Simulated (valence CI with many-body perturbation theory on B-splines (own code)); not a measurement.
E1 transitions of Tl⁷⁵⁺

Method: valence CI with perturbative core correlation (CI+MBPT): four valence electrons over a frozen Dirac-Fock core [He], radial functions for each j: 11 s, 11 p, 10 d, 8 f, 5 g, 2 h, with the one-electron correlation potential Σ1 (screened to all orders), the two-electron term Σ2, the three-electron term Σ3, Breit, model QED; selected single and double excitations, second order for the rest, scaled by the run's own slope (own B-spline code, finite nucleus).

The last digits are not significant, and no measured levels were compared; by estimate large intervals hold to a few tenths of a per cent, small ones and those within an open d or f shell to about a per cent. Among the levels kept, up to 1200 cm⁻¹ of a level comes from second order outside the variational space, and about a tenth of that is noise between levels of different J, which matters for small intervals.

Lines 201 to 250 of 528 in falling wavelength, among levels below 18459 eV, chosen from the strongest by gf and those to the six lowest levels. Wavelengths and rates use the calculated energies. Electric multipoles are in the length gauge, E1 and E2 with the static RPA response of the core. Weak lines are less certain than strong ones. Lines between different terms over intervals too small for the method are left out, as are lines whose strength nearly cancels. The highest levels of a list are the least certain.

Levels are named by their leading jj configuration (3d3/2^4 stands for four electrons in 3d with j = 3/2), which in mixed levels can hold well under half, so a name can repeat and another be missing. Letters in brackets count levels of one name in rising energy.

```tsv
λ vac (Å)	Upper	Lower	A (s⁻¹)	S (a.u.) with core polarisation	S without
4.790	(2s 2p1/2 2p3/2 3p3/2) J=2 [d]	(2s^2 2p1/2 3p3/2) J=2	2.66e+13	7.22e-03	7.23e-03
4.790	(2s 2p1/2 2p3/2 3d3/2) J=0 [b]	(2s^2 2p1/2 3d3/2) J=1	3.08e+13	1.67e-03	1.67e-03
4.790	(2s 2p1/2 2p3/2 3d5/2) J=1 [c]	(2s^2 2p1/2 3d5/2) J=2	2.93e+13	4.77e-03	4.78e-03
4.790	(2p1/2^2 2p3/2 3d3/2) J=3	(2s 2p1/2^2 3d3/2) J=2	1.95e+13	7.42e-03	7.43e-03
4.790	(2s 2p1/2 2p3/2 3p3/2) J=1 [c]	(2s^2 2p1/2 3p3/2) J=1	1.97e+13	3.20e-03	3.20e-03
4.789	(2p1/2 2p3/2^2 3s) J=3	(2s 2p1/2 2p3/2 3s) J=2 [b]	4.33e+12	1.64e-03	1.65e-03
4.789	(2p1/2 2p3/2^2 3p1/2) J=0	(2s 2p1/2 2p3/2 3p1/2) J=1 [c]	4.77e+13	2.59e-03	2.59e-03
4.788	(2p1/2^2 2p3/2 3p1/2) J=2	(2s 2p1/2^2 3p1/2) J=1	2.20e+13	5.96e-03	5.97e-03
4.788	(2s 2p1/2 2p3/2 3p3/2) J=1 [c]	(2s^2 2p1/2 3p3/2) J=2	1.01e+13	1.64e-03	1.64e-03
4.788	(2s 2p1/2 2p3/2 3s) J=2 [c]	(2s^2 2p1/2 3s) J=1	2.79e+13	7.55e-03	7.56e-03
4.786	(2s 2p1/2 2p3/2 3s) J=1 [c]	(2s^2 2p1/2 3s) J=0	2.35e+13	3.82e-03	3.83e-03
4.786	(2s 2p3/2^2 3s) J=1 [b]	(2s^2 2p3/2 3s) J=1	4.07e+13	6.60e-03	6.61e-03
4.782	(2s 2p3/2^2 3s) J=1 [a]	(2s^2 2p3/2 3s) J=2	2.20e+13	3.55e-03	3.56e-03
4.779	(2s 2p3/2^2 3p1/2) J=1 [b]	(2s^2 2p3/2 3p1/2) J=2	2.15e+13	3.48e-03	3.48e-03
4.777	(2s 2p3/2^2 3p1/2) J=1 [a]	(2s^2 2p3/2 3p1/2) J=1	3.95e+13	6.38e-03	6.39e-03
4.777	(2s 2p3/2^2 3p1/2) J=2 [b]	(2s^2 2p3/2 3p1/2) J=2	4.16e+13	1.12e-02	1.12e-02
4.776	(2p1/2 2p3/2^2 3s) J=1 [b]	(2s 2p1/2 2p3/2 3s) J=1 [b]	1.27e+13	2.05e-03	2.05e-03
4.775	(2s 2p3/2^2 3s) J=2 [b]	(2s^2 2p3/2 3s) J=1	6.06e+12	1.63e-03	1.63e-03
4.773	(2s 2p1/2 2p3/2 3p3/2) J=1 [d]	(2s^2 2p1/2 3p3/2) J=2	1.86e+13	2.99e-03	2.99e-03
4.773	(2s 2p1/2 2p3/2^2) J=0	(2s^2 2p1/2 2p3/2) J=1	2.41e+13	1.29e-03	1.29e-03
4.771	(2p1/2^2 2p3/2 3s) J=2	(2s 2p1/2^2 3s) J=1	2.18e+13	5.84e-03	5.85e-03
4.769	(2p1/2^2 2p3/2 3d3/2) J=1	(2s 2p1/2^2 3d3/2) J=1	1.90e+13	3.06e-03	3.06e-03
4.767	(2p1/2 2p3/2^2 3s) J=2 [b]	(2s 2p1/2 2p3/2 3s) J=2 [b]	1.59e+13	4.26e-03	4.27e-03
4.764	(2p1/2^2 2p3/2 3p3/2) J=2	(2s 2p1/2^2 3p3/2) J=1	1.01e+13	2.69e-03	2.69e-03
4.762	(2p1/2^2 2p3/2 3d5/2) J=1	(2s 2p1/2^2 3d5/2) J=2	2.30e+13	3.68e-03	3.68e-03
4.759	(2s 2p1/2 2p3/2^2) J=1 [a]	(2s^2 2p1/2 2p3/2) J=2	4.64e+12	7.41e-04	7.42e-04
4.759	(2p1/2 2p3/2^2 3p1/2) J=3	(2s 2p1/2 2p3/2 3p1/2) J=3	2.04e+13	7.60e-03	7.61e-03
4.756	(2p1/2^2 2p3/2 3d5/2) J=3	(2s 2p1/2^2 3d5/2) J=3	1.25e+13	4.65e-03	4.65e-03
4.756	(2s 2p3/2^2 3s) J=2 [b]	(2s^2 2p3/2 3s) J=2	3.90e+13	1.04e-02	1.04e-02
4.755	(2p1/2^2 2p3/2 3p3/2) J=2	(2s 2p1/2^2 3p3/2) J=2	1.13e+13	2.99e-03	2.99e-03
4.754	(2s 2p1/2^2 2p3/2) J=1	(2s^2 2p1/2^2) J=0	3.09e+13	4.92e-03	4.93e-03
4.748	(2p1/2 2p3/2^2 3p1/2) J=2 [b]	(2s 2p1/2 2p3/2 3p1/2) J=2 [b]	2.14e+13	5.64e-03	5.65e-03
4.744	(2s 2p1/2 2p3/2^2) J=2 [b]	(2s^2 2p1/2 2p3/2) J=2	4.32e+13	1.14e-02	1.14e-02
4.735	(2s 2p1/2 2p3/2^2) J=1 [b]	(2s^2 2p1/2 2p3/2) J=2	2.53e+13	3.98e-03	3.98e-03
4.734	(2p1/2 2p3/2^2 3s) J=1 [a]	(2s 2p1/2 2p3/2 3s) J=1 [a]	1.70e+13	2.67e-03	2.68e-03
4.734	(2p1/2 2p3/2^2 3s) J=3	(2s 2p1/2 2p3/2 3s) J=3	2.00e+13	7.34e-03	7.34e-03
4.730	(2p1/2 2p3/2^2 3p1/2) J=2 [a]	(2s 2p1/2 2p3/2 3p1/2) J=2 [a]	1.83e+13	4.79e-03	4.79e-03
4.726	(2s 2p1/2 2p3/2^2) J=1 [a]	(2s^2 2p1/2 2p3/2) J=1	4.28e+13	6.69e-03	6.70e-03
4.723	(2p1/2 2p3/2^2 3p1/2) J=1 [a]	(2s 2p1/2 2p3/2 3p1/2) J=1 [a]	1.93e+13	3.01e-03	3.01e-03
4.721	(2p1/2^2 2p3/2^2) J=0	(2s 2p1/2^2 2p3/2) J=1	4.87e+13	2.53e-03	2.53e-03
4.712	(2s 2p1/2 2p3/2^2) J=2 [b]	(2s^2 2p1/2 2p3/2) J=1	3.37e+12	8.69e-04	8.70e-04
4.702	(2s 2p1/2 2p3/2^2) J=1 [b]	(2s^2 2p1/2 2p3/2) J=1	9.66e+11	1.49e-04	1.49e-04
4.701	(2p1/2 2p3/2^2 3s) J=2 [a]	(2s 2p1/2 2p3/2 3s) J=2 [a]	2.08e+13	5.34e-03	5.34e-03
4.691	(2s 2p3/2^3) J=1	(2s^2 2p3/2^2) J=2	4.19e+13	6.40e-03	6.41e-03
4.676	(2p1/2^2 2p3/2^2) J=2	(2s 2p1/2^2 2p3/2) J=2	2.35e+13	5.92e-03	5.93e-03
4.634	(2p1/2 2p3/2^3) J=2	(2s 2p1/2 2p3/2^2) J=3	1.20e+13	2.95e-03	2.95e-03
4.586	(2p1/2 2p3/2^3) J=1	(2s 2p1/2 2p3/2^2) J=2 [a]	1.48e+13	2.12e-03	2.12e-03
3.386	(2s 2p1/2^2 4p1/2) J=1	(2s 2p1/2^2 3d3/2) J=2	2.17e+13	1.25e-03	1.25e-03
3.381	(2s^2 2p1/2 4p1/2) J=1	(2s^2 2p1/2 3d3/2) J=2	2.54e+13	1.45e-03	1.45e-03
3.372	(2s^2 2p1/2 4p3/2) J=1	(2s 2p1/2^2 3p3/2) J=2	2.14e+13	1.22e-03	1.22e-03
```
